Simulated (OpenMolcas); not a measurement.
## C, Si, Ge, Sn, Pb: ns2 np2 down the group

```
Program             : OpenMolcas 26.06
Method              : CASSCF
Basis               : ANO-RCC-VTZP
Scalar Hamiltonian  : DKH2, point nucleus
Spin-orbit coupling : state interaction with AMFI integrals over the reference wave functions, term energies averaged over their components
```

Active space for each ion: 4 electrons in 4 orbitals (s p).

Computed levels in cm-1 above 3P0:

```
                               Level      C     Si     Ge     Sn     Pb
                                 3P1   15.2   66.8    493   1450   6581
                                 3P2   45.3    195   1275   3141  10159
                                 1D2  12763   8848   9611  10425  20160
                                 1S0  21207  15569  17218  17425  28393
weight of 3P in the lowest level (%)    100    100    100     97     88
```

Mixed levels, with the weight of the term that names them: Pb 3P2 (71 %), Pb 1D2 (71 %).

Measured, with the error of the calculation in %. Measured levels: C, Si, Ge, Sn, Pb from NIST Handbook of Basic Atomic Spectroscopic Data.

```
Level              C            Si            Ge            Sn            Pb
  3P1    16.4 (-7.5)  77.1 (-13.4)   557 (-11.5)  1692 (-14.3)  7819 (-15.8)
  3P2    43.4 (+4.4)   223 (-12.7)   1410 (-9.6)   3428 (-8.4)  10650 (-4.6)
  1D2  10193 (+25.2)  6299 (+40.5)  7125 (+34.9)  8613 (+21.0)  21458 (-6.0)
  1S0   21648 (-2.0)  15394 (+1.1)  16367 (+5.2)  17162 (+1.5)  29467 (-3.6)
```

The fine-structure level 3P2 changes by a factor of 224 from C to Pb.

Without spin-orbit coupling 1D lies 12733, 8716, 8666, 7723, 7476 cm-1 above 3P in that order; the difference to the level 1D2, of either sign, comes from spin-orbit coupling, which also lowers the zero.

Without dynamic correlation excited terms often stand tens of per cent too high (terms of higher spin than the ground term too low), and those without a measured partner can miss by more than the paired ones (holds for C; Si; Ge). Some high roots are left out of the spin-orbit mixing, which shifts the levels that they would mix with (holds for Pb). Measured partners are found by configuration, term and J. A level has none where our copy of the source lacks it or the pairing is in doubt (some pairs that miss far off the trend of their configuration count as doubtful), and it then counts in no deviation. Where the source uses jj or jK labels, the order within each J decides. Only configurations of the active space appear.
